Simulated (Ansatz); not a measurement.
Relaxation of AlClH5NOSi (10 atoms, charge 0, multiplicity 1), to a largest force component of 0.02 eV/Å in at most 40 steps.

The calculation used Ansatz, RKS PBE-D4/6-31G.

```xyz
10
Properties=species:S:1:pos:R:3:forces:R:3
Al 0.000 0.000 0.000 2.32 0.12 -0.67
O 0.000 0.000 1.780 1.08 0.30 -2.34
Si -1.315 -0.407 2.744 -0.75 -0.12 1.08
H -2.239 -1.240 1.980 -0.76 -0.65 -0.47
H -0.851 -1.143 3.916 0.31 -0.49 0.77
H -1.999 0.809 3.173 -0.54 0.81 0.35
N 1.663 0.000 -0.960 -1.01 0.03 0.53
H 2.129 -0.918 -1.212 -0.44 1.76 0.22
H 2.114 0.918 -1.238 -0.41 -1.76 0.25
Cl -1.931 0.000 -1.115 0.19 0.00 0.28
```

Task: Where does it end, and by what steps?

Result: It converged. Limits of this set-up: no polarisation functions. After 13 steps the energy has fallen by 0.985 eV; H8 moved furthest, 1.27 Å.

```tsv
step	energy less start (eV)	largest force component (eV/Å)	accepted
0	0.0000	2.340	yes
1	-0.4565	1.397	yes
2	-0.5496	1.391	yes
3	-0.6395	0.405	yes
4	-0.7195	0.507	yes
5	-0.7860	0.905	yes
6	-0.8477	1.052	yes
7	-0.9417	0.383	yes
8	-0.9776	0.120	yes
9	-0.9834	0.065	yes
10	-0.9848	0.057	yes
11	-0.9851	0.023	yes
12	-0.9850	0.021	no
13	-0.9851	0.009	yes
```

```xyz
10
Properties=species:S:1:pos:R:3
Al -0.097 0.053 -0.291
O -0.587 -0.253 1.315
Si -1.343 -0.518 2.826
H -2.590 -1.363 2.650
H -0.382 -1.248 3.744
H -1.718 0.807 3.458
N 1.605 0.014 -0.822
H 2.387 -0.192 -0.204
H 1.898 0.197 -1.779
Cl -1.600 0.520 -1.828
```

Time of the run: 66 s on 1 thread of Arm Neoverse V1 (shared host), peak memory 0.19 GiB.
